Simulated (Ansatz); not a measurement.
This geometry of HOSSe (4 atoms, charge 0, multiplicity 2) is a first-order saddle point.

All numbers below come from UKS PBE0-D4/def2-SVP (Ansatz 0.2.0).

```xyz
4
Properties=species:S:1:pos:R:3
O -1.641 0.172 0.614
Se -0.026 0.144 0.746
S 1.035 0.633 -1.144
H 0.632 -0.948 -0.215
```

Question: Which two structures does it join? (They come from a converged band through this point; their orientation in space is the band's.)

Answer: Bonds broken: S3–H4. Bonds formed: Se2–H4.

Initial state:

```xyz
4
Properties=species:S:1:pos:R:3
O -1.772 0.061 0.659
Se -0.270 0.676 0.935
S 0.974 0.299 -0.897
H 1.067 -1.036 -0.698
```

Final state:

```xyz
4
Properties=species:S:1:pos:R:3
O -1.552 0.018 0.578
Se 0.073 0.098 0.480
S 0.963 1.167 -1.125
H 0.517 -1.283 0.067
```

Question: How far does it lie above each of them?

Answer: 42.5 kcal/mol above the first and 6.9 kcal/mol above the second. This is the barrier of this one path; another mechanism may lie lower.

Run time: 79 s on 2 threads of AMD EPYC 9R45 96-Core Processor (Zen 5) (shared host), peak memory 0.22 GiB.
